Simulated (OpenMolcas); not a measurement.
# neutral tin: CASPT2 settings compared

| Item | Value |
| --- | --- |
| Program | OpenMolcas |
| Basis | ANO-RCC-VQZP [8s7p5d3f2g] |
| Scalar Hamiltonian | DKH2, point nucleus |
| Active space | 4 electrons in 4 orbitals (5s 5p) |
| State averaging | 2S+1 = 3 even, 3 roots; 2S+1 = 1 even, 6 roots kept (CI in the orbitals of an earlier block); 2S+1 = 5 odd, 1 root; 2S+1 = 3 odd, 5 roots kept (CI in the orbitals of an earlier block, 0 in the spin-orbit step) |
| Spin-orbit coupling | state interaction with AMFI integrals over the reference wave functions, term energies averaged over their components |

Methods on the same reference wave functions:
A. CASSCF
B. SS-CASPT2, IPEA 0.3 Eh, no level shift (closed shells correlated: 4d)
C. SS-CASPT2, IPEA 0.15 Eh, no level shift (closed shells correlated: none)
D. SS-CASPT2, IPEA 0.5 Eh, real shift 0.25 Eh (closed shells correlated: none)

Energies in cm-1 above 5s2 5p2 3P0, the measured ground level; measured values from NIST Handbook of Basic Atomic Spectroscopic Data.

| Level | A | B | C | D | Measured |
| --- | --- | --- | --- | --- | --- |
| 5s2 5p2 3P0 | 0.0 | 0.0 | 0.0 | 0.0 | 0.0 |
| 5s2 5p2 3P1 | 1473 | 1499 | 1542 | 1532 | 1692 |
| 5s2 5p2 3P2 | 3186 | 3030 | 3100 | 3090 | 3428 |
| 5s2 5p2 1D2 | 10604 | 7780 | 8170 | 8060 | 8613 |
| 5s2 5p2 1S0 | 17754 | 16900 | 15660 | 15930 | 17162 |
| 5s 5p3 5S* 2 | 28031 | 38390 | 33670 | 32820 | 39626 |

Deviations, from unrounded energies. A percentage is the sum of absolute deviations over the sum of measured energies, with the sign that they share, or ± where signs differ.

| Against measurement | Levels | A | B | C | D |
| --- | --- | --- | --- | --- | --- |
| mean absolute deviation (cm-1) | 5 | 2900 | 580 | 1700 | 1800 |
| fine structure of the ground term (%) | 2 | -9.0 | -11.6 | -9.2 | -9.8 |
| other terms of the ground configuration (%) | 2 | +10.0 | -4.2 | -7.6 | -6.9 |
| other configurations (%) | 1 | -29.3 | -3.1 | -15.0 | -17.2 |

B lies closest to measurement on these levels and A furthest from it. The largest miss of B in the table is 5s 5p3 5S* 2, by -1200 cm-1. The ranking rests on the paired levels alone, and a cruder setting can come out closer through cancelling errors.

Among B to D the level of the table that moves most is 5s 5p3 5S* 2, by 5600 cm-1 (lowest in D, highest in B). Moves below CASPT2's spread within the term are not significant.

From A to B the spin-free energies of the other terms of 5s2 5p2 shown, above 3P, scale by factors of 0.61 to 0.94.

The lowest spin-free term lies below A's lowest term by 0.489 hartree in B, 0.044 hartree in C, 0.036 hartree in D.

CASPT2 does not keep the components of a term degenerate, so their means are used; among the terms shown or strongly mixed into the levels shown the widest spread is 83 cm-1 (5s2 5p2 1D, B). Some high roots are left out of the spin-orbit mixing, which shifts the levels that they would mix with. Terms from blocks run as CI alone lack orbitals of their own. Terms of s pⁿ other than that of highest spin mix with s² pⁿ⁻² d, which this space lacks; all of them can be thousands of cm-1 off, and some have no real level of that name. Computed and measured levels are paired by configuration, term and J; levels that our copy of the source lacks, or whose pairing is in doubt (as where it misses far off the trend of its configuration), stay unpaired and out of the deviations. Only configurations of the active space appear.

* marks odd parity.
